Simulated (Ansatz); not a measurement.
Basis sets compared for [YbF6]3- (YbF6³⁻). The state is a doublet with charge -3. Geometry B3LYP-D4/def2-SVP. Ansatz on 4 threads of Arm Neoverse N1 on a shared host; times are rough, and most runs start from earlier orbitals.

Cartesian coordinates in Å:
```
Yb 0.0000 0.0001 -0.0001
F -1.0157 0.1986 1.9187
F 1.0156 -0.1986 -1.9186
F 1.9291 0.2821 0.9751
F -1.9291 -0.2823 -0.9751
F -0.1689 2.1481 -0.3315
F 0.1690 -2.1481 0.3316
```

In the def2 sets Yb takes a core potential; there is no spin–orbit coupling. With an open 4f shell the SCF may have ended on a state above the lowest. A multiply charged anion in the gas phase is held together partly by the finite basis. At PBE-D4/def2-SVP, PBE-D4/def2-TZVP, PBE0-D4/def2-SVP, PBE0-D4/def2-TZVP the highest occupied level of the charge -3 doublet lies above zero (up to 8.42 eV). It is a level of β spin, whose loss leaves a triplet; that state wasn't run at this geometry and level. The electron is either unbound and held by the finite basis, or the level is raised by self-interaction error. No other spin state of charge -3 was run.

| level | functions | energy (Eh) | HOMO (eV) | LUMO (eV) | wall time |
| --- | --- | --- | --- | --- | --- |
| PBE-D4/def2-SVP | 165 | -1757.6013 | 8.42 | 8.86 | 26 s |
| PBE0-D4/def2-SVP | 165 | -1757.2459 | 5.75 | 11.40 | 39 s |

Problem. Estimate the rows for PBE-D4/def2-TZVP, PBE0-D4/def2-TZVP (with forces).

Solution. 
```tsv
level	functions	energy (Eh)	HOMO (eV)	LUMO (eV)	wall time
PBE-D4/def2-TZVP	282	-1758.5074	7.85	8.32	36 s
PBE0-D4/def2-TZVP (with forces)	282	-1758.1322	4.86	10.83	2.7 min
```
